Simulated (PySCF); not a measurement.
Tc⁺ (technetium, charge +1) across methods

[Kr] 4d5 5s1, high-spin 7S determinant. Computed with PySCF 2.14 in aug-cc-pVDZ-PP with ECP28MDF (5s5p4d2f, 54 functions), with scalar relativity through the core potential. The B2PLYP total includes its PT2 part (frozen core); its orbital energies are those of the SCF part.

```
method  E (hartree)  mean ε 4p β (eV)  mean ε 4d α (eV)  mean ε 5s α (eV)  Σ⟨r²⟩ (bohr²)    ⟨S²⟩
  PBE0     -80.1749           -52.877           -17.046           -12.868          39.08  12.000
M06-2X     -80.0547           -55.137           -18.586           -13.614          38.88  12.000
   LDA     -79.9852           -50.628           -15.418           -12.499          39.33  12.000
B2PLYP     -79.9947           -55.058           -18.538           -13.324          39.21  12.000
r2SCAN     -80.2256           -51.223           -15.769           -12.513          38.86  12.000
 HSE06     -80.1732           -52.468           -16.621           -12.500          39.13  12.000
  BLYP     -80.1293           -50.552           -14.994           -11.998          39.26  12.000
   UHF    -79.64232           -58.479           -21.569           -14.400          39.43  12.001
```

Task: Estimate the same row for PBE.

Result: E (hartree) = -80.1843; mean ε 4p β (eV) = -50.577; mean ε 4d α (eV) = -15.333; mean ε 5s α (eV) = -12.216; Σ⟨r²⟩ (bohr²) = 39.19; ⟨S²⟩ = 12.000.

Energies and moments cover only the electrons outside the core potential.
